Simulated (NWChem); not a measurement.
System: PbHI, singlet; SMILES [I][PbH]

NWChem input:

```
start job
memory heap 200 mb stack 900 mb global 1100 mb
geometry units angstroms noautoz
  Pb     0.039632    -1.126160     0.000000
  H     -1.837191    -1.254148     0.000000
  I      0.002555     1.726346     0.000000
end
basis spherical
  Pb library def2-tzvp
  H library def2-tzvp
  I library def2-tzvp
end
ecp
  I library def2-ecp
  Pb library def2-ecp
end
dft
  xc b3lyp
  iterations 150
  mulliken
end
task dft energy
```

NWChem printed, in part:

```
             Northwest Computational Chemistry Package (NWChem) 7.3.0
             --------------------------------------------------------

 CS  symmetry detected

                             Geometry "geometry" -> ""
                             -------------------------

 Output coordinates in angstroms (scale by  1.889725989 to convert to a.u.)

  No.       Tag          Charge          X              Y              Z
 ---- ---------------- ---------- -------------- -------------- --------------
    1 Pb                  82.0000     0.01769673    -1.11091552     0.00000000
    2 H                    1.0000    -1.86025743    -1.22106849     0.00000000
    3 I                   53.0000     0.00771936     1.74181399     0.00000000

 Effective nuclear repulsion energy (a.u.)     837.2458670984

      Symmetry information
      --------------------

 Group name             Cs
 Group number              2
 Group order               2
 No. of unique centers     3

                                 NWChem DFT Module
                                 -----------------

 Summary of "ao basis" -> "ao basis" (spherical)
 ------------------------------------------------------------------------------
       Tag                 Description            Shells   Functions and Types
 ---------------- ------------------------------  ------  ---------------------
 Pb                        def2-tzvp                16       50   6s5p3d2f
 H                         def2-tzvp                 4        6   3s1p
 I                         def2-tzvp                16       50   6s5p3d2f

      Symmetry analysis of basis
      --------------------------

        a'         71
        a"         35

            General Information
            -------------------
          SCF calculation type: DFT
          Wavefunction type:  closed shell.
          No. of atoms     :     3
          No. of electrons :    48
           Alpha electrons :    24
            Beta electrons :    24
          Charge           :     0
          Spin multiplicity:     1
          Use of symmetry is: on ; symmetry adaption is: on
          Maximum number of iterations: 150
          AO basis - number of functions:   106
                     number of shells:    36
          Convergence on energy requested:  1.00D-06
          Convergence on density requested:  1.00D-05
          Convergence on gradient requested:  5.00D-04

              XC Information
              --------------
                         B3LYP Method XC Potential
                     Hartree-Fock (Exact) Exchange  0.200
                        Slater Exchange Functional  0.800 local
                    Becke 1988 Exchange Functional  0.720 non-local
              Lee-Yang-Parr Correlation Functional  0.810
                  VWN I RPA Correlation Functional  0.190 local

             Grid Information
             ----------------
          Grid used for XC integration:  medium
          Radial quadrature: Mura-Knowles
          Angular quadrature: Lebedev.
          Tag              B.-S. Rad. Rad. Pts. Rad. Cut. Ang. Pts.
          ---              ---------- --------- --------- ---------
          Pb                  1.80      123          11.0       590
          H                   0.35       45          11.0       434
          I                   1.40      123          12.0       590
          Grid pruning is: on
          Number of quadrature shells:   291
          Spatial weights used:  Erf1

      Superposition of Atomic Density Guess
      -------------------------------------

 Sum of atomic energies:        -567.02226363

      Non-variational initial energy
      ------------------------------

 Total energy =    -488.929459
 1-e energy   =   -1077.409503
 2-e energy   =     476.490782
 HOMO         =      -0.247800
 LUMO         =      -0.066436

      Symmetry analysis of molecular orbitals - initial
      -------------------------------------------------

  Numbering of irreducible representations:

     1 a'          2 a"

  Orbital symmetries:

     1 a'          2 a'          3 a'          4 a'          5 a"
     6 a'          7 a'          8 a"          9 a'         10 a'
    11 a"         12 a'         13 a"         14 a'         15 a'
    16 a'         17 a"         18 a"         19 a'         20 a'
    21 a'         22 a"         23 a'         24 a'         25 a"
    26 a'         27 a'         28 a'         29 a'         30 a"
    31 a'         32 a'         33 a"         34 a'

     ---------------------------------------------
      Total Density - Mulliken Population Analysis
     ---------------------------------------------

    Atom       Charge   Shell Charges
 -----------   ------   -------------------------------------------------------
    1 Pb  22    21.09   0.07 -0.59  1.78  0.76  1.07  0.85 -0.62  6.55  0.36  0.60  0.20  9.08  0.89  0.07  0.02  0.00
    2 H    1     1.28   0.22  0.60  0.46  0.01
    3 I   25    25.63   0.19 -0.77  1.58  1.01  1.10  0.86 -0.49  6.45  1.42  3.09  1.18  9.23  0.76  0.03  0.00  0.00

   convergence    iter        energy       DeltaE   RMS-Dens  Diis-err
 ---------------- ----- ----------------- --------- --------- ---------
 d= 0,ls=0.0,diis     1   -491.3424895165 -6.03D+02  1.65D-02  3.38D-01
 d= 0,ls=0.0,diis     2   -491.2196043871  1.23D-01  1.06D-02  8.71D-01
 d= 0,ls=0.0,diis     3   -491.3826651479 -1.63D-01  2.30D-03  4.19D-02
 d= 0,ls=0.0,diis     4   -491.3894421009 -6.78D-03  6.94D-04  4.76D-03
 d= 0,ls=0.0,diis     5   -491.3899901759 -5.48D-04  1.81D-04  4.76D-04
  Resetting Diis
 d= 0,ls=0.0,diis     6   -491.3900216501 -3.15D-05  6.42D-05  4.69D-05
 d= 0,ls=0.0,diis     7   -491.3900287019 -7.05D-06  2.70D-05  1.12D-06
 d= 0,ls=0.0,diis     8   -491.3900285092  1.93D-07  1.66D-05  2.35D-06
 d= 0,ls=0.0,diis     9   -491.3900289215 -4.12D-07  2.93D-06  1.01D-07

[...]
```

Level: B3LYP/def2-TZVP with def2 effective core potentials on I, Pb. Low-valent species are run as closed-shell singlets; no triplet was tried in these runs. Coordinates come from a PBE-D3(BJ)/def2-SVP optimisation. def2 effective core potentials on I, Pb; no spin-orbit coupling.
